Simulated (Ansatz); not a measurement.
Computed with Ansatz on PBE0-D4/def2-TZVP structures; ΔE is electronic, products minus reactants. CCSD(T)/CBS is the MP2 limit (def2-TZVPP, def2-QZVPP) plus CCSD(T) − MP2 in def2-TZVPP, frozen cores. Functionals use def2-TZVPP. Each species was taken in one conformer, which may not be the lowest.

Reaction (cleavage of the Si–Si bond): `C=C[SiH2][SiH](O)O` + `O[SiH](F)S` → `O[SiH](O)S[SiH](O)F` + `C=C[SiH3]`

| level | ΔE (kcal/mol) |
| --- | --- |
| r2SCAN-D4 | -22.9 |
| MP2/CBS(def2) | -25.1 |

What does CCSD(T)/CBS give? (Estimate.)

Ansatz gave: -22.7 kcal/mol. The listed levels differ from it by -0.2, -2.4 kcal/mol.

Largest T1 diagnostic among the species: 0.013.

The D4 term adds −1.3 kcal/mol with B3LYP and −0.6 kcal/mol with PBE0; it sums over pairs of atoms, weighted by their polarisabilities, and B3LYP, whose exchange is more repulsive, gets the larger term. From PBE to PBE0 (25 % exact exchange), in def2-TZVPP and without D4, ΔE moves by −1.2 kcal/mol.

B3LYP here is the variant with VWN-RPA as its local correlation; programs differ in this.
